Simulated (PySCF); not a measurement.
Electronic absorption of C4H10OSSi

C4H10OSSi.
InChI=1S/C4H10OSSi/c1-3-5-7(6)4-2/h4,6-7H,2-3H2,1H3/t7-/m1/s1

Theory: TDDFT CAM-B3LYP/def2-SVPD, vertical, gas phase, core orbitals frozen in the response (PySCF). Geometry: GFN2-xTB, one conformer, isolated molecule. Torsions of this conformer, `[CH2:1]=[CH:2][Si@@H:3]([SH:4])[O:5][CH2:6][CH3:7]`: C1–C2–Si3–S4 61°, C2–Si3–O5–C6 -170°, Si3–O5–C6–C7 156°, H–S4–Si3–C2 55°.

**Question.** List the vertical singlet excitations with oscillator strengths and describe the spectrum.

**Answer.** 

| state | E (eV) | ν̃ (cm⁻¹) | f | \|μ\| (D) | main configurations (H = HOMO, L = LUMO) |
| --- | --- | --- | --- | --- | --- |
| S1 | 6.10 | 49210 | 0.062 | 1.64 | H→L (86%) |
| S2 | 6.36 | 51270 | 0.0019 | 0.28 | H→L+1 (36%), H→L+4 (23%), H→L+5 (22%) |
| S3 | 6.76 | 54520 | 0.018 | 0.84 | H-3→L (47%), H-4→L (12%) |
| S4 | 6.96 | 56130 | 0.119 | 2.12 | H-1→L (65%), H-3→L (9%) |
| S5 | 7.07 | 57000 | 0.075 | 1.67 | H-1→L (26%), H→L+1 (22%), H→L+2 (16%) |
| S6 | 7.25 | 58500 | 0.050 | 1.35 | H→L+2 (25%), H-2→L (21%), H→L+5 (10%) |
| S7 | 7.45 | 60110 | 0.199 | 2.66 | H-2→L (61%), H→L+3 (9%) |
| S8 | 7.57 | 61040 | 0.020 | 0.84 | H-1→L+2 (31%), H→L+3 (11%), H-1→L+1 (10%) |

Triplets, Tamm–Dancoff:

```
state  E (eV)  λ (nm)  main configurations (H = HOMO, L = LUMO)
   T1    4.23   293.2       H-1→L (42%), H-2→L (26%), H→L (15%)
   T2    5.79   214.2       H→L (48%), H→L+1 (12%), H-3→L (11%)
   T3    5.94   208.8     H→L+1 (21%), H→L+4 (19%), H→L+5 (18%)
```

The lowest singlet lies at 6.10 eV (203 nm, ultraviolet) and is of moderate strength; its leading configuration is HOMO→LUMO (86%). The strongest level in the table is S7 at 7.45 eV (166 nm, f = 0.199). Löwdin shares by element: HOMO sulfur 72%, carbon 6% or more, hydrogen 6% or more, silicon 6%; LUMO carbon 58% or more, silicon 12%, sulfur 9% (atoms not listed hold the other 21%). Orbital energies (eV): HOMO-3 -10.00, HOMO-2 -9.73, HOMO-1 -9.35, HOMO -8.64, LUMO 0.42, LUMO+1 1.17, LUMO+2 1.48. The listed states span 1.47 eV, and the widest gap between neighbours is 0.40 eV (S2 to S3). The oscillator strengths of these states sum to 0.545; summed over the whole spectrum of an exact calculation they would give the number of electrons, 72 (Thomas–Reiche–Kuhn). Singlets were solved by full linear response, triplets in the Tamm–Dancoff approximation.
